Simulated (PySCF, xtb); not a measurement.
CH₆AlFOSi, SMILES C[O][Al]([F])[SiH3].

GFN2-xTB run with xtb 6.7.1 at its own geometry gives an orbital gap of 3.96 eV and a dipole moment of 2.23 D.

Geometry optimised at B3LYP-D3(BJ)/def2-SVP. The structure was generated by enumeration; whether it is a known compound was not checked. Other conformers were not sampled.

Task: What does PBE/def2-TZVP in PySCF give? (The exact figures need the calculation; the answer reports its results.)

Result: gap 5.01 eV (levels -6.88 and -1.87 eV), dipole 1.17 D.
